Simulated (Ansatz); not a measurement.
B2O2, charge +1, doublet (typed; the unrestricted solution is spin-contaminated), geometry from GFN2-xTB (a state made from the parent by changing its charge; the spin is typed, not shown lowest); CCSD(T)/STO-3G (Ansatz, a program for electronic structure).

Input for Ansatz:
Ansatz 0.2 input:
```yaml
crystal:
  periodic: [false, false, false]
  atoms:
    - {symbol: O, position_ang: [-0.00000000, -0.00000000, -2.00248556]}
    - {symbol: B, position_ang: [-0.00000000, -0.00000000, -0.83812989]}
    - {symbol: B, position_ang: [0.00000000, 0.00000000, 0.83812989]}
    - {symbol: O, position_ang: [0.00000000, 0.00000000, 2.00248556]}
basis:
  gaussian:
    orbitals: STO-3G
total_charge: 1
magnetization: {spin_polarized: true, initial_magnetization: 1}
correlation: {method: ccsd_t, electrons: outside_noble_gas}
accuracy: high
```

Output, abridged:

```
Functional definition: HF
351 factors; integrals over basis functions are off by at most 2.5e-8 eV
mean field evaluation 1: about -5323.9218 eV, gradient 3.9e1 eV
mean field evaluation 2: about -5323.9430 eV, gradient 3.9e1 eV
mean field evaluation 4: about -5334.5027 eV, gradient 4.0e0 eV
mean field evaluation 8: about -5334.7745 eV, gradient 2.1e-1 eV
mean field evaluation 16: about -5334.7732 eV, gradient 1.0e-2 eV
mean field evaluation 32: about -5337.4226 eV, gradient 6.3e-2 eV
mean field evaluation 64: about -5334.7732 eV, gradient 6.8e-8 eV
mean field evaluation 96: about -5337.3820 eV, gradient 2.8e-5 eV
mean field evaluation 128: about -5337.3959 eV, gradient 6.4e-1 eV
mean field evaluation 160: about -5337.3934 eV, gradient 5.0e-1 eV
mean field evaluation 192: about -5336.9194 eV, gradient 1.5e0 eV
mean field evaluation 224: about -5327.2386 eV, gradient 2.7e0 eV
mean field evaluation 256: about -5337.3399 eV, gradient 1.9e0 eV
mean field evaluation 288: about -5336.4646 eV, gradient 6.4e-4 eV
mean field evaluation 320: about -5337.4131 eV, gradient 1.1e-1 eV
mean field evaluation 352: about -5337.4163 eV, gradient 2.2e-3 eV
mean field evaluation 384: about -5336.4646 eV, gradient 2.1e-2 eV
mean field evaluation 416: about -5331.4996 eV, gradient 6.0e-2 eV
mean field evaluation 448: about -5337.3862 eV, gradient 1.3e-1 eV
mean field evaluation 480: about -5326.3829 eV, gradient 1.3e1 eV
mean field evaluation 512: about -5327.1853 eV, gradient 6.0e-2 eV
mean field evaluation 544: about -5327.1052 eV, gradient 9.2e-5 eV
mean field evaluation 576: about -5325.6641 eV, gradient 5.8e-3 eV
mean field evaluation 608: about -5326.2522 eV, gradient 1.9e-1 eV
mean field evaluation 640: about -5326.4951 eV, gradient 4.8e-5 eV
mean field evaluation 672: about -5326.1373 eV, gradient 1.4e-2 eV
mean field evaluation 704: about -5322.7458 eV, gradient 8.6e-2 eV
mean field evaluation 736: about -5335.4237 eV, gradient 1.1e-2 eV
mean field evaluation 768: about -5331.4903 eV, gradient 1.0e0 eV
mean field evaluation 800: about -5330.6160 eV, gradient 5.7e-2 eV
mean field evaluation 832: about -5334.8398 eV, gradient 4.1e0 eV
mean field evaluation 864: about -5334.7724 eV, gradient 3.0e-1 eV
mean field evaluation 896: about -5337.3819 eV, gradient 1.0e-2 eV
mean field evaluation 928: about -5334.0532 eV, gradient 7.6e-2 eV
mean field evaluation 960: about -5333.9457 eV, gradient 3.6e-2 eV
mean field evaluation 992: about -5331.5107 eV, gradient 1.1e-1 eV
mean field evaluation 1024: about -5337.3611 eV, gradient 9.4e-1 eV
mean field evaluation 1056: about -5337.2587 eV, gradient 2.6e0 eV
mean field evaluation 1088: about -5337.3556 eV, gradient 5.9e-1 eV
mean field evaluation 1120: about -5332.2293 eV, gradient 1.2e0 eV
mean field evaluation 1152: about -5331.3614 eV, gradient 8.2e-1 eV
mean field evaluation 1184: about -5331.7353 eV, gradient 2.4e-1 eV
mean field evaluation 1216: about -5332.2778 eV, gradient 8.5e-2 eV
mean field evaluation 1248: about -5334.0511 eV, gradient 2.4e-8 eV
mean field -5337.41634015 eV, -196.1464326698 hartree, gradient 1.6e-8 eV, S^2 0.934313; 23 other end points of the search recorded, 0 dependent functions left out
determinant -5337.41634015 eV, -196.1464326698 hartree, with singles and doubles -5343.03502819 eV, -196.3529156469 hartree
determinant -5337.38195054 eV, -196.1451688748 hartree, with singles and doubles -5343.11723970 eV, -196.3559368642 hartree
determinant -5336.46460881 eV, -196.1114571880 hartree, with singles and doubles -5342.28576752 eV, -196.3253808249 hartree
determinant -5335.42366338 eV, -196.0732031493 hartree, with singles and doubles -5342.20169792 eV, -196.3222913243 hartree
determinant -5334.77322659 eV, -196.0493000379 hartree, with singles and doubles -5342.31946542 eV, -196.3266192000 hartree
determinant -5334.05106999 eV, -196.0227612725 hartree, with singles and doubles -5341.65814222 eV, -196.3023160205 hartree
determinant -5333.94564183 eV, -196.0188868591 hartree, with singles and doubles -5342.22114538 eV, -196.3230060050 hartree
determinant -5337.41634015 eV, -196.1464326698 hartree, with singles and doubles -5343.10000618 eV, -196.3553035440 hartree
determinant -5337.38195054 eV, -196.1451688748 hartree, with singles and doubles -5343.16942762 eV, -196.3578547349 hartree
4 core orbitals not correlated
reference -5337.38195054 eV, -196.1451688748 hartree; 9, 8 occupied and 7, 8 virtual orbitals, 351 factors
second order -4.35734108 eV of doubles, -0.00000000 eV of singles
cycle   1  -4.53432760 eV  change   -8.7e-1 eV  update   1.1e-1
cycle   2  -4.96054585 eV  change   -4.3e-1 eV  update   7.2e-2
cycle   3  -5.20655190 eV  change   -2.5e-1 eV  update   5.2e-2
cycle   4  -5.77137318 eV  change   -5.6e-1 eV  update   3.9e-2
cycle   5  -5.73528930 eV  change    3.6e-2 eV  update   1.0e-2
cycle   6  -5.77726967 eV  change   -4.2e-2 eV  update   4.6e-3
cycle   7  -5.79498579 eV  change   -1.8e-2 eV  update   2.5e-3
cycle   8  -5.78588087 eV  change    9.1e-3 eV  update   1.0e-3
cycle   9  -5.78676416 eV  change   -8.8e-4 eV  update   4.0e-4
cycle  10  -5.78767716 eV  change   -9.1e-4 eV  update   1.5e-4
cycle  11  -5.78755082 eV  change    1.3e-4 eV  update   6.9e-5
cycle  12  -5.78753978 eV  change    1.1e-5 eV  update   3.3e-5
cycle  13  -5.78748626 eV  change    5.4e-5 eV  update   1.5e-5
cycle  14  -5.78747815 eV  change    8.1e-6 eV  update   6.6e-6
cycle  15  -5.78747712 eV  change    1.0e-6 eV  update   2.6e-6
cycle  16  -5.78748078 eV  change   -3.7e-6 eV  update   1.1e-6
cycle  17  -5.78748144 eV  change   -6.6e-7 eV  update   4.5e-7
cycle  18  -5.78748101 eV  change    4.3e-7 eV  update   2.5e-7
cycle  19  -5.78748071 eV  change    3.1e-7 eV  update   1.1e-7
cycle  20  -5.78748048 eV  change    2.2e-7 eV  update   6.2e-8
cycle  21  -5.78747969 eV  change    7.9e-7 eV  update   1.6e-7
cycle  22  -5.78747885 eV  change    8.4e-7 eV  update   9.9e-8
cycle  23  -5.78747859 eV  change    2.6e-7 eV  update   3.5e-8
cycle  24  -5.78747857 eV  change    2.6e-8 eV  update   1.1e-8
cycle  25  -5.78747855 eV  change    1.7e-8 eV  update   5.2e-9
cycle  26  -5.78747855 eV  change    4.4e-9 eV  update   2.2e-9
cycle  27  -5.78747854 eV  change    1.3e-9 eV  update   1.0e-9
perturbative correction -0.24922921 eV, -0.0091590046 hartree
WARN: these amplitudes may be one of several solutions (largest doubles amplitude 0.13, level shift 5.04 eV)
Total energy: -5343.41865829 eV, -196.3670137931 hartree
```
